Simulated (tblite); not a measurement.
Species: C7H15PS.
Numbering: `[CH3:1][CH:2]([CH3:3])[CH2:4][P@@H:5](=[S:6])[CH:7]1[CH2:8][CH2:9]1` (hydrogens: H10, H11, H12 on C1; H13 on C2; H14, H15, H16 on C3; H17, H18 on C4; H19 on P5; H20 on C7; H21, H22 on C8; H23, H24 on C9)

Geometry (GFN2-xTB, Å), atoms numbered from 1 in this order:
```xyz
24
C7H15PS angstrom
C     -2.1313   -0.7405    1.1384
C     -1.9632   -0.1558   -0.2590
C     -3.0187    0.9074   -0.5473
C     -0.5623    0.4336   -0.4157
P      0.7399   -0.8510   -0.2194
S      0.4312   -2.5120   -1.1507
C      2.2864    0.0087   -0.6433
C      3.5246   -0.4233    0.0893
C      2.9275    0.9156    0.3650
H     -1.4202   -1.5549    1.2861
H     -3.1339   -1.1408    1.2682
H     -1.9608    0.0201    1.8992
H     -2.0678   -0.9689   -0.9872
H     -2.9413    1.7250    0.1670
H     -4.0153    0.4798   -0.4721
H     -2.8952    1.3125   -1.5493
H     -0.3861    1.2375    0.3041
H     -0.4328    0.8386   -1.4268
H      0.9065   -0.9414    1.1692
H      2.3735    0.2455   -1.6991
H      3.4196   -1.1933    0.8424
H      4.4501   -0.4812   -0.4627
H      3.4351    1.7962    0.0017
H      2.4229    1.0624    1.3098
```

Computed values, GFN2-xTB/tblite, gas phase, harmonic and unscaled. This tight-binding method is rough: wavenumbers can miss measured ones by several per cent, in bad cases by 10 to 20. Modes of hydrogen on phosphorus can be 10 to 20 % off. One conformer, not necessarily the lowest.

Harmonic wavenumbers (cm⁻¹): 47.4, 62.0, 76.6, 93.9, 130.0, 193.2, 210.1, 229.2, 259.1, 272.1, 311.4, 358.7, 395.9, 434.5, 641.2, 716.9, 732.9, 784.0, 803.5, 827.6, 876.1, 877.5, 897.7, 951.5, 962.9, 980.8, 985.1, 986.1, 1029.7, 1038.7, 1064.3, 1070.7, 1080.5, 1130.8, 1145.3, 1176.5, 1201.8, 1204.8, 1216.6, 1320.7, 1327.2, 1327.6, 1405.0, 1414.2, 1421.7, 1433.0, 1478.8, 1486.5, 1496.3, 1501.1, 1505.1, 2195.8, 2909.3, 2927.1, 2940.1, 2992.2, 3009.3, 3015.3, 3026.6, 3034.2, 3041.3, 3045.9, 3061.2, 3070.6, 3092.9, 3104.3.

A = 1692, B = 709.5, C = 570.6 MHz; mass 162.063 u (most abundant isotopes); point group C1, symmetry number 1.

Q: What is the zero-point energy?

A: Half the sum of the wavenumbers: 44520 cm⁻¹ = 532.59 kJ/mol.

Q: What is S at 200 K and 1 bar for an ideal gas of classical rigid rotors and harmonic oscillators?

A: Translation 164.01, rotation 122.75, vibration 103.33: S = 390.1 J/(mol K).

Q: And Cp and H(200 K) − H(0)?

A: Cp = 138.15 J/(mol K), of which vibrations give 104.90 (their classical limit is 66 R = 548.8); H(200 K) − H(0) = 17.77 kJ/mol without the zero-point energy, 11.12 from vibrations.

Q: What must be added to the electronic energy to get the Gibbs energy at 200 K and 1 bar?

A: ZPE + [H(200 K) − H(0)] − T·S = 532.59 + 17.77 − 78.02 = 472.34 kJ/mol.

Q: Blend soft modes into free rotors: weight 1/[1 + (100 cm⁻¹/ν̃)⁴] for the oscillator and the rest for a rotor with moment μB/(μ + B), μ = h/(8π²ν), B = 10⁻⁴⁴ kg m². What vibrational entropy results?

A: 95.38 J/(mol K) in place of 103.33, which changes −T·S at 200 K by +1.59 kJ/mol.

Q: How do the functions run with temperature in this model?

A: 
```json
{"T (K)": "150", "S (J/(mol K))": "353.7", "Cp (J/(mol K))": "116.1", "H − H(0) (kJ/mol)": "11.42", "G − H(0) (kJ/mol)": "-41.64", "ln q(vib)": "4.05"}
{"T (K)": "250", "S (J/(mol K))": "423.5", "Cp (J/(mol K))": "162.5", "H − H(0) (kJ/mol)": "25.27", "G − H(0) (kJ/mol)": "-80.60", "ln q(vib)": "7.39"}
{"T (K)": "298.15", "S (J/(mol K))": "454.3", "Cp (J/(mol K))": "188.0", "H − H(0) (kJ/mol)": "33.71", "G − H(0) (kJ/mol)": "-101.73", "ln q(vib)": "8.95"}
{"T (K)": "400", "S (J/(mol K))": "517.1", "Cp (J/(mol K))": "241.8", "H − H(0) (kJ/mol)": "55.63", "G − H(0) (kJ/mol)": "-151.23", "ln q(vib)": "12.21"}
{"T (K)": "600", "S (J/(mol K))": "632.3", "Cp (J/(mol K))": "327.0", "H − H(0) (kJ/mol)": "113.03", "G − H(0) (kJ/mol)": "-266.37", "ln q(vib)": "18.51"}
{"T (K)": "900", "S (J/(mol K))": "781.8", "Cp (J/(mol K))": "409.2", "H − H(0) (kJ/mol)": "224.48", "G − H(0) (kJ/mol)": "-479.18", "ln q(vib)": "27.53"}
```

q(vib) and H(0) count from the zero-point level.

Q: Which modes carry the vibrational entropy at 200 K?

A: 47.4 cm⁻¹: 17.30; 62.0 cm⁻¹: 15.10; 76.6 cm⁻¹: 13.37; 93.9 cm⁻¹: 11.73; 130.0 cm⁻¹: 9.17; 193.2 cm⁻¹: 6.22 J/(mol K); the other 60 give 30.44 together.

Hindered rotation and anharmonicity are outside this model. Other conformers, if any are populated, would add a mixing term that is left out. The structure is chiral; the term R ln 2 for an equal mix with its mirror image is left out.
